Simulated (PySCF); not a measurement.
The dipole of `C[C@@H](O)C(=O)OCC(F)(F)F` from its density and from atomic charges.

Coordinates (GFN2-xTB, Å) and charges (e) from the PBE0/pcSseg-1 density (PySCF):

| atom | x | y | z | Mulliken | IAO | Hirshfeld | ESP-fitted |
| --- | --- | --- | --- | --- | --- | --- | --- |
| C1 | 2.157 | 0.131 | 1.446 | -0.2386 | -0.4354 | -0.1256 | -0.3757 |
| C2 | 1.379 | 1.037 | 0.477 | +0.0328 | +0.0574 | +0.0407 | +0.3585 |
| O3 | 2.230 | 1.783 | -0.344 | -0.4331 | -0.5438 | -0.2259 | -0.6335 |
| C4 | 0.481 | 0.158 | -0.371 | +0.4699 | +0.5102 | +0.2178 | +0.5172 |
| O5 | 0.700 | -0.110 | -1.521 | -0.4118 | -0.4479 | -0.2327 | -0.4653 |
| O6 | -0.554 | -0.333 | 0.337 | -0.4747 | -0.3367 | -0.0910 | -0.3466 |
| C7 | -1.472 | -1.158 | -0.351 | -0.0043 | -0.1158 | -0.0149 | -0.0801 |
| C8 | -2.770 | -0.383 | -0.586 | +0.7564 | +0.8072 | +0.2556 | +0.3944 |
| F9 | -2.563 | 0.760 | -1.241 | -0.2574 | -0.2738 | -0.0889 | -0.1295 |
| F10 | -3.633 | -1.109 | -1.311 | -0.2656 | -0.2809 | -0.0908 | -0.1620 |
| F11 | -3.387 | -0.075 | 0.559 | -0.2626 | -0.2776 | -0.0954 | -0.1463 |
| H12 | 1.469 | -0.377 | 2.116 | +0.1233 | +0.1511 | +0.0417 | +0.0865 |
| H13 | 2.841 | 0.744 | 2.025 | +0.1399 | +0.1607 | +0.0512 | +0.1258 |
| H14 | 2.733 | -0.606 | 0.890 | +0.1104 | +0.1452 | +0.0414 | +0.1094 |
| H15 | 0.764 | 1.741 | 1.048 | +0.1475 | +0.1649 | +0.0529 | +0.0449 |
| H16 | 2.370 | 1.291 | -1.166 | +0.2401 | +0.3545 | +0.1496 | +0.3864 |
| H17 | -1.062 | -1.457 | -1.324 | +0.1679 | +0.1808 | +0.0498 | +0.1496 |
| H18 | -1.692 | -2.031 | 0.269 | +0.1601 | +0.1799 | +0.0646 | +0.1662 |

**Question.** What dipole does each set of charges give (1 e·Å = 4.803 D), and what does the density give?

**Answer.** The full density gives (0.53, -2.38, 1.49) D, 2.86 D in size; dipole vectors point from the negative to the positive end.

```
    scheme    μx     μy    μz  size (D)  share of the full size (%)  angle to the full dipole (°)
  Mulliken  1.46  -3.22  2.54      4.35                         152                            11
       IAO  0.90  -3.30  2.05      3.98                         139                             2
 Hirshfeld  0.10  -1.19  1.20      1.70                          59                            15
ESP-fitted  0.58  -2.45  1.49      2.92                         102                             1
```

**Question.** Which set comes closest?

**Answer.** Length of the difference vector: ESP-fitted 0.08 D, IAO 1.13 D, Hirshfeld 1.30 D, Mulliken 1.63 D. Closest: ESP-fitted. ESP charges are fitted to the potential around the molecule, whose slowest-falling term is the dipole's. The schemes that divide the density aren't constrained to reproduce the dipole.

**Question.** What is left for the Hirshfeld atoms' own dipoles?

**Answer.** The shares of the density sum to the whole, so what Σ q r misses lies in dipoles about the nuclei. The atomic dipoles sum to (0.53, -2.38, 1.49) − (0.10, -1.19, 1.20) = (0.43, -1.19, 0.29) D, 1.30 D in size.

**Question.** With the origin at the mean of the coordinates, (0.000, 0.000, 0.053) Å, which are the largest single terms, by size, of the Mulliken dipole along the direction of the full one?

**Answer.** O3 +2.66, F9 +2.21, C8 -1.92, H16 -1.46, O5 +1.18 D; all 18 atoms together +4.28 D. The single terms depend on the origin, their sum doesn't.

**Question.** Give the size of the full dipole in other units.

**Answer.** 2.86 D = 1.125 au = 0.595 e·Å = 9.54 × 10⁻³⁰ C·m.

Geometry: GFN2-xTB, one conformer, isolated molecule.
